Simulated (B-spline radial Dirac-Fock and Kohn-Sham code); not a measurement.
# Ionisation of each subshell: Bi⁵⁶⁺

System: Bi⁵⁶⁺, configuration [Ar] 3d9; nuclear rms radius 5.5211 fm (A = 209).

These are calculated numbers from a radial atomic solver; the model is multi-electron Dirac-Fock with separately optimised hole states, Breit and Lamb-shift corrections added in first order. The model has no electron correlation. Energies are counted from the vacuum level.

All terms are in eV, carry their sign (relaxation lowers the binding energy) and add up to the binding energy; ⟨r⟩ is the mean radius of the orbital in the initial state.

```csv
subshell,−ε (Koopmans),relaxation,Gaunt,retardation,self-energy,vacuum polarisation,binding energy,⟨r⟩ (bohr)
1s,94552.7,-52.50,-369.76,34.41,-228.00,49.49,93986.3,0.016
2s,19851.0,-18.28,-43.83,3.27,-35.26,7.25,19764.1,0.066
2p1/2,19192.7,-22.51,-73.83,7.47,-1.72,0.58,19102.7,0.054
2p3/2,16853.9,-18.89,-49.24,10.95,-3.17,-0.21,16793.4,0.063
3s,7160.5,-2.73,-9.86,0.82,-8.75,1.76,7141.7,0.167
3p1/2,6874.2,-3.38,-16.18,1.54,-0.73,0.17,6855.6,0.157
3p3/2,6312.7,-2.64,-10.73,2.50,-0.97,-0.05,6300.8,0.172
3d,5804.8,-3.72,-6.61,0.93,0.24,-0.06,5795.6,0.153
```

For the deepest level, K (1s), the Breit terms make up -0.357 % of the binding energy, QED -0.190 % and orbital relaxation -0.056 %.

Spin-orbit splittings: 2p 2309.3 eV, 3p 554.7 eV.

Going to the tabulated ground configuration of the next ion removes an electron from M4,5 (3d), computed at 5795.6 eV. NIST lists 5740 ± 5 eV as the ionisation energy of this species (theoretical), -55.57 eV from the computed value. Where a p, d or f shell is open in either ion the computed value averages over both j values and all terms, while the table refers to the lowest levels; that difference holds spin-orbit splitting (largest in heavy or highly charged ions), term energies where several electrons share open shells, and correlation, and it can reach 10 % or more.
